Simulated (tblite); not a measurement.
Species: C9H13N.
Numbering: `[CH3:1][C@@:2]12[CH2:3][CH2:4][C@@H:5]([C:6]#[N:7])[CH2:8][C@@H:9]1[CH2:10]2` (hydrogens: H11, H12, H13 on C1; H14, H15 on C3; H16, H17 on C4; H18 on C5; H19, H20 on C8; H21 on C9; H22, H23 on C10)

Computed with GFN2-xTB (tblite), gas phase: L-BFGS steps from a force-field or distance-geometry start until the largest atomic force falls under 0.01 eV/Å.

Step 12: E = -783.2840 eV
```
atom  x, y, z in Å  |  force x, y, z in eV/Å
C1      2.1102    1.0266    0.4103   -0.034   0.002   0.003
C2      1.0236    0.0575   -0.0043   -0.012  -0.006  -0.011
C3      0.0967   -0.3127    1.1374   -0.028   0.039  -0.010
C4     -1.2430   -0.8973    0.6896    0.008  -0.028   0.060
C5     -1.8795   -0.0820   -0.4418    0.043  -0.012  -0.018
C6     -2.1353    1.2801   -0.0314    0.026  -0.138  -0.013
N7     -2.3790    2.3530    0.2785    0.052   0.062   0.029
C8     -0.9902   -0.1127   -1.6978    0.005   0.022  -0.028
C9      0.4712    0.1679   -1.4006   -0.008   0.011   0.026
C10     1.3765   -0.9775   -1.0301    0.020   0.014  -0.034
H11     1.6793    1.9644    0.7585   -0.026  -0.011  -0.009
H12     2.7723    1.2442   -0.4236    0.015  -0.005  -0.005
H13     2.7017    0.6017    1.2203    0.007   0.002  -0.003
H14     0.5985   -1.0346    1.7889   -0.004   0.031   0.027
H15    -0.0878    0.5913    1.7258   -0.044  -0.019  -0.017
H16    -1.1158   -1.9269    0.3434    0.010   0.060  -0.015
H17    -1.9198   -0.9152    1.5469   -0.007  -0.046   0.009
H18    -2.8566   -0.5204   -0.6913    0.030   0.037   0.005
H19    -1.0922   -1.1002   -2.1613    0.019   0.045   0.037
H20    -1.3661    0.6230   -2.4109    0.010   0.019  -0.038
H21     0.9127    0.9440   -2.0169   -0.070  -0.050  -0.001
H22     2.3822   -0.9876   -1.4236   -0.008  -0.016   0.002
H23     0.9357   -1.9594   -0.9487   -0.001  -0.014   0.006
```

Step 13: E = -783.2854 eV
```
atom  x, y, z in Å  |  force x, y, z in eV/Å
C1      2.1082    1.0265    0.4097   -0.027   0.007   0.007
C2      1.0238    0.0557   -0.0046   -0.046   0.019  -0.019
C3      0.0957   -0.3117    1.1356   -0.044   0.037   0.020
C4     -1.2416   -0.9003    0.6888   -0.002  -0.032   0.059
C5     -1.8779   -0.0823   -0.4400    0.038  -0.014  -0.050
C6     -2.1305    1.2806   -0.0297    0.045  -0.148   0.000
N7     -2.3683    2.3541    0.2822    0.043   0.069   0.026
C8     -0.9917   -0.1132   -1.6980    0.041   0.026  -0.040
C9      0.4704    0.1679   -1.4005    0.011  -0.004   0.008
C10     1.3763   -0.9785   -1.0301    0.011   0.021  -0.043
H11     1.6773    1.9642    0.7573   -0.040  -0.006  -0.006
H12     2.7702    1.2453   -0.4232    0.028  -0.008  -0.020
H13     2.6989    0.6030    1.2202    0.023  -0.006   0.011
H14     0.5975   -1.0273    1.7924    0.010   0.008   0.042
H15    -0.0942    0.5942    1.7182   -0.038   0.002  -0.002
H16    -1.1124   -1.9296    0.3427    0.012   0.062  -0.033
H17    -1.9191   -0.9227    1.5454   -0.003  -0.033   0.015
H18    -2.8555   -0.5169   -0.6889   -0.005   0.017  -0.002
H19    -1.0926   -1.1003   -2.1643    0.013   0.059   0.058
H20    -1.3686    0.6229   -2.4111    0.019   0.011  -0.021
H21     0.9121    0.9453   -2.0152   -0.074  -0.055  -0.005
H22     2.3840   -0.9903   -1.4183   -0.015  -0.011  -0.018
H23     0.9333   -1.9595   -0.9512    0.002  -0.019   0.012
```

Step 14: E = -783.2871 eV
```
atom  x, y, z in Å  |  force x, y, z in eV/Å
C1      2.1055    1.0264    0.4091   -0.010   0.009   0.006
C2      1.0232    0.0539   -0.0053   -0.065   0.040  -0.009
C3      0.0940   -0.3101    1.1339   -0.044   0.021   0.050
C4     -1.2400   -0.9041    0.6886   -0.016  -0.023   0.032
C5     -1.8754   -0.0831   -0.4385    0.015  -0.012  -0.062
C6     -2.1244    1.2799   -0.0272    0.057  -0.095   0.024
N7     -2.3544    2.3549    0.2864    0.042   0.030   0.013
C8     -0.9928   -0.1132   -1.6989    0.062   0.025  -0.032
C9      0.4696    0.1678   -1.4002    0.021  -0.017  -0.024
C10     1.3759   -0.9794   -1.0308   -0.002   0.010  -0.036
H11     1.6741    1.9639    0.7557   -0.051  -0.002  -0.003
H12     2.7683    1.2463   -0.4230    0.030  -0.012  -0.026
H13     2.6959    0.6046    1.2202    0.031  -0.011   0.019
H14     0.5964   -1.0184    1.7972    0.021  -0.009   0.051
H15    -0.1026    0.5978    1.7094   -0.031   0.032   0.018
H16    -1.1081   -1.9318    0.3410    0.017   0.040  -0.050
H17    -1.9185   -0.9322    1.5441   -0.001  -0.016   0.021
H18    -2.8543   -0.5124   -0.6860   -0.039  -0.011  -0.013
H19    -1.0928   -1.0995   -2.1666    0.007   0.053   0.064
H20    -1.3711    0.6232   -2.4120    0.030   0.005  -0.001
H21     0.9101    0.9460   -2.0134   -0.059  -0.040  -0.019
H22     2.3860   -0.9937   -1.4124   -0.023  -0.001  -0.040
H23     0.9306   -1.9597   -0.9540    0.009  -0.015   0.016
```

Step 15: E = -783.2888 eV
```
atom  x, y, z in Å  |  force x, y, z in eV/Å
C1      2.1026    1.0265    0.4084    0.011   0.008   0.003
C2      1.0214    0.0527   -0.0060   -0.057   0.042   0.000
C3      0.0916   -0.3082    1.1331   -0.030   0.003   0.069
C4     -1.2386   -0.9083    0.6888   -0.025  -0.004  -0.009
C5     -1.8724   -0.0843   -0.4378   -0.019  -0.011  -0.045
C6     -2.1169    1.2781   -0.0238    0.060  -0.005   0.046
N7     -2.3386    2.3551    0.2909    0.045  -0.033  -0.004
C8     -0.9929   -0.1125   -1.7003    0.052   0.018  -0.008
C9      0.4689    0.1672   -1.4002    0.024  -0.027  -0.041
C10     1.3753   -0.9803   -1.0320   -0.021   0.001  -0.005
H11     1.6697    1.9636    0.7539   -0.051  -0.001  -0.003
H12     2.7666    1.2472   -0.4230    0.019  -0.017  -0.019
H13     2.6933    0.6061    1.2203    0.025  -0.009   0.015
H14     0.5955   -1.0089    1.8031    0.022  -0.012   0.050
H15    -0.1121    0.6023    1.7004   -0.023   0.055   0.039
H16    -1.1032   -1.9333    0.3382    0.024   0.006  -0.061
H17    -1.9180   -0.9425    1.5433   -0.002  -0.001   0.019
H18    -2.8536   -0.5077   -0.6833   -0.056  -0.035  -0.027
H19    -1.0928   -1.0978   -2.1679    0.001   0.025   0.050
H20    -1.3732    0.6236   -2.4130    0.041   0.003   0.015
H21     0.9069    0.9460   -2.0120   -0.026  -0.008  -0.045
H22     2.3877   -0.9973   -1.4071   -0.029   0.010  -0.059
H23     0.9280   -1.9602   -0.9566    0.015  -0.009   0.018
```

**Question.** Estimate the geometry and energy of step 16. (The exact step hangs on the optimiser's Hessian estimate; all steps are aligned on step 15, rigid shifts and turns removed.)

**Answer.** E = -783.2904 eV, largest force 0.099 eV/Å
```
atom  x, y, z in Å  |  force x, y, z in eV/Å
C1      2.1001    1.0267    0.4078    0.022   0.003  -0.001
C2      1.0189    0.0522   -0.0067   -0.024   0.029   0.019
C3      0.0887   -0.3062    1.1336   -0.008  -0.006   0.060
C4     -1.2379   -0.9123    0.6888   -0.023   0.011  -0.041
C5     -1.8700   -0.0856   -0.4379   -0.048  -0.010  -0.009
C6     -2.1088    1.2760   -0.0199    0.052   0.068   0.050
N7     -2.3229    2.3548    0.2951    0.048  -0.078  -0.011
C8     -0.9922   -0.1115   -1.7016    0.016   0.003   0.022
C9      0.4686    0.1663   -1.4010    0.015  -0.017  -0.045
C10     1.3745   -0.9811   -1.0331   -0.027  -0.012   0.030
H11     1.6646    1.9633    0.7522   -0.039  -0.003  -0.004
H12     2.7655    1.2475   -0.4234    0.000  -0.020  -0.003
H13     2.6913    0.6074    1.2207    0.010  -0.001   0.003
H14     0.5950   -1.0002    1.8097    0.011  -0.002   0.037
H15    -0.1215    0.6074    1.6930   -0.013   0.059   0.053
H16    -1.0982   -1.9345    0.3343    0.028  -0.021  -0.062
H17    -1.9177   -0.9523    1.5429   -0.005   0.009   0.007
H18    -2.8538   -0.5039   -0.6813   -0.053  -0.045  -0.038
H19    -1.0927   -1.0958   -2.1681   -0.004  -0.015   0.023
H20    -1.3742    0.6243   -2.4139    0.047   0.007   0.023
H21     0.9033    0.9458   -2.0118    0.012   0.022  -0.066
H22     2.3887   -1.0005   -1.4034   -0.036   0.020  -0.067
H23     0.9259   -1.9608   -0.9587    0.020  -0.001   0.018
```

The energy changes by -0.0016 eV. The first-order estimate −F·Δx gives -0.0022 eV and the mean of the old and new forces, exact on a quadratic surface, -0.0016 eV. The step makes an angle of 73° with the force vector and moves no atom by more than 0.016 Å.

The cost below is that of the whole relaxation. Hardware: one thread of an Arm Neoverse V2, no GPU, on a shared host. Cost: 0.37 s.
